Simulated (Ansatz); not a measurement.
The first iterations of a band of BFH3N + H2S (9 atoms, charge 0, multiplicity 1).

These are results of RKS PBE-D4/def2-SVP in Ansatz, not measurements.

```yaml
movable_images: 9
climbing_image: yes
spring: 5.0 eV/Å²
optimiser: quadratic models (default)
start_path: through a guess of the saddle point
force_threshold: 0.05 eV/Å
iteration_limit: 60
end_points: relaxed
```

Image 0:

```xyz
9
Properties=species:S:1:pos:R:3
B 0.051 -0.253 0.290
N 0.084 -0.408 1.686
H -0.759 -0.478 2.258
H 0.955 -0.532 2.201
H 1.068 -0.231 -0.373
F -1.145 -0.131 -0.325
S -0.647 3.192 0.855
H -1.471 2.380 0.138
H -0.247 2.135 1.617
```

Image 10:

```xyz
9
Properties=species:S:1:pos:R:3
B -0.084 0.488 0.177
N -0.008 0.161 1.837
H -0.768 -0.488 2.093
H 0.890 -0.255 2.122
H 0.991 0.105 -0.281
F -1.211 -0.224 -0.227
S -0.222 2.390 0.026
H -1.565 2.445 0.258
H -0.134 1.053 2.342
```

| iteration | highest image above the first end (eV) | largest band force component (eV/Å) |
| --- | --- | --- |
| 1 | 3.632 | 7.018 |
| 2 | 1.761 | 2.773 |
| 3 | 0.910 | 2.943 |
| 4 | 0.726 | 0.804 |
| 5 | 0.923 | 2.619 |

Problem. Does the band converge within its limit, and where does its top end?

Solution. The run converged. It ended after 15 iterations with the highest image 0.685 eV above the first end. Beside the main top the profile has a ripple of under 15 meV (maxima at images 6, 9), which may be a very shallow well or noise. A vibrational analysis at the climbing image gives one clearly imaginary mode, 862i cm⁻¹: a first-order saddle point. The orbitals stay closed-shell, which can raise the energy where a bond breaks towards radicals; this wasn't checked here.

Time of the run: 2.7 min on 2 threads of Arm Neoverse V2, on a shared host, peak memory 0.12 GiB.
